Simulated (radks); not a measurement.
Computed order of ionisation of holmium. At each step one electron was removed from each of the four highest sub-shells of the ion before, moves of one valence electron (up to charge 6) and the configuration listed by NIST were tried, and the lowest configuration was kept. Calculated with a radial shooting solver on a logarithmic mesh with Libxc functionals: Dirac Kohn-Sham, relativistic LDA (MacDonald-Vosko exchange, VWN5 correlation), spin-unpolarised, spherical densities, finite nucleus; Fermi nuclear charge, rms radius of each element as measured or else 0.836 A^(1/3) + 0.57 fm. Sub-shells are occupied by j as written (lower j first in brackets).

Ho: lowest configuration found [Xe] 4f(5/2: 6, 7/2: 5) 6s2; NIST configuration same; margin to the next tried (eV) 2.630; IE (eV) 6.505; NIST IE (eV) 6.022; kind exp.
Ho+: lowest configuration found [Xe] 4f(5/2: 6, 7/2: 5) 6s1; NIST configuration same; margin to the next tried (eV) 2.129; IE (eV) 11.984; NIST IE (eV) 11.78; kind semi-emp.
Ho2+: lowest configuration found [Xe] 4f(5/2: 6, 7/2: 5); NIST configuration same; margin to the next tried (eV) 5.405; IE (eV) 25.817; NIST IE (eV) 22.79; kind semi-emp.
Ho3+: lowest configuration found [Xe] 4f(5/2: 6, 7/2: 4); NIST configuration same; margin to the next tried (eV) 1.052; IE (eV) 45.028; NIST IE (eV) 42.5; kind semi-emp.
Ho4+: lowest configuration found [Xe] 4f(5/2: 6, 7/2: 3); NIST configuration same; margin to the next tried (eV) 1.122; IE (eV) 66.700
Ho5+: lowest configuration found [Xe] 4f(5/2: 6, 7/2: 2); NIST configuration [Kr] 4d10 4f(5/2: 6, 7/2: 3) 5s2 5p(1/2: 2, 3/2: 3) lies 9.560 eV higher; margin to the next tried (eV) 1.193; IE (eV) 90.488; NIST IE (eV) 95; kind theory
Ho6+: lowest configuration found [Xe] 4f(5/2: 6, 7/2: 1); NIST configuration differs (not computed); margin to the next tried (eV) 1.266; IE (eV) 111.90; NIST IE (eV) 112; kind theory
Ho7+: lowest configuration found [Kr] 4d10 4f(5/2: 6, 7/2: 1) 5s2 5p(1/2: 2, 3/2: 3); NIST configuration differs (not computed); margin to the next tried (eV) 4.281; IE (eV) 128.62; NIST IE (eV) 129; kind theory
Ho8+: lowest configuration found [Kr] 4d10 4f(5/2: 6, 7/2: 1) 5s2 5p(1/2: 2, 3/2: 2); NIST configuration differs (not computed); margin to the next tried (eV) 6.825; IE (eV) 145.77; NIST IE (eV) 155; kind theory
Ho9+: lowest configuration found [Kr] 4d10 4f(5/2: 6, 7/2: 1) 5s2 5p(1/2: 2, 3/2: 1); NIST configuration differs (not computed); margin to the next tried (eV) 8.340; IE (eV) 163.30; NIST IE (eV) 173; kind theory
Ho10+: lowest configuration found [Kr] 4d10 4f(5/2: 6, 7/2: 1) 5s2 5p(1/2: 2, 3/2: 0); NIST configuration differs (not computed); margin to the next tried (eV) 8.721; IE (eV) 190.30; NIST IE (eV) 197; kind theory
Ho11+: lowest configuration found [Kr] 4d10 4f(5/2: 6, 7/2: 1) 5s2 5p(1/2: 1, 3/2: 0); NIST configuration differs (not computed); margin to the next tried (eV) 6.597; IE (eV) 209.30; NIST IE (eV) 229; kind theory
Ho12+: lowest configuration found [Kr] 4d10 4f(5/2: 6, 7/2: 1) 5s2; NIST configuration same; margin to the next tried (eV) 9.871; IE (eV) 241.98; NIST IE (eV) 263; kind theory
Ho13+: lowest configuration found [Kr] 4d10 4f(5/2: 6, 7/2: 0) 5s2; NIST configuration same; margin to the next tried (eV) 1.450; IE (eV) 275.89; NIST IE (eV) 284; kind theory

Reference values: NIST Atomic Spectra Database (exp. = measured, semi-emp. = semi-empirical, theory = theoretical value adopted there). Spin polarisation and multiplet splitting are left out, so open shells lie too high by an amount that depends on their filling. Tried without a valid solution: [Xe] 4f(5/2: 6, 7/2: 6) 6s1.

Beside tabulated values, note that spin-unpolarised runs miss the spin-polarisation part of the exchange energy of open shells. No tabulated value is given for the 4+ ions of Nd, Pm and Eu to Yb, where it belongs to another shell than the one emptied here.
